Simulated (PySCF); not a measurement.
# Computed properties of Ga(Cl)2(NH2) (Cl₂GaH₂N), SMILES [NH2][Ga]([Cl])[Cl]

Cl2GaH2N, SMILES [NH2][Ga]([Cl])[Cl]. The structure is a stationary point at PBE0-D3(BJ)/def2-SVP. The structure was generated by enumeration; whether it is a known compound was not checked. One conformer was computed; it need not be the lowest. All values are computed for the isolated molecule unless a solvent is named; none is compared with measurement here.

**Structure.** The optimised structure has C2v symmetry. All 12 harmonic modes at PBE0-D3(BJ)/def2-SVP (PySCF) are real, so it is a minimum. With heavy atoms numbered as in [Ga:1]([Cl:2])([Cl:3])[NH2:4], the shortest bond between them is Ga1–N4 at 1.788 Å and the longest Ga1–Cl3 at 2.133 Å.

**Vibrations.** The strongest infrared lines (harmonic, unscaled, degenerate partners summed) lie at 123 cm⁻¹ (114 km/mol, N 42 %, Ga 33 %, H 13 %, Cl 12 %), 737 cm⁻¹ (80 km/mol, H 80 %, N 18 %), 199 cm⁻¹ (78 km/mol, H 74 %, Ga 17 %, Cl 8 %). The softest mode is at 123 cm⁻¹ and the zero-point energy is 17.5 kcal/mol.

**Electronic structure.** r2SCAN/def2-TZVP (PySCF) places the frontier levels at -6.98 and -1.71 eV, a gap of 5.27 eV, and gives a dipole moment of 2.75 D and a mean polarisability of 56.8 bohr³. PBE/def2-TZVP (PySCF) at the same geometry gives -6.66 and -2.02 eV, so its gap is 0.63 eV narrower. An orbital gap is neither the optical nor the fundamental gap.

**Excitations.** TDDFT-ωB97X/def2-SVPD (PySCF) has S1 at 6.06 eV (205 nm, f = 0.018, weak); the most intense of the 10 singlets computed lies at 7.45 eV (f = 0.20). T1 (TDA) is at 5.70 eV. TDDFT-PBE/def2-SVPD (PySCF) puts S1 at 4.70 eV. No vertical singlet excitation falls in the visible range (under 3.1 eV).

**NMR.** GIAO shifts at HF/pcSseg-1 (PySCF) (non-relativistic, atoms alike by connectivity averaged): ¹H at 1.7 ppm against TMS. Without spin–orbit terms, shifts of atoms bonded to Cl or Br come out too high.
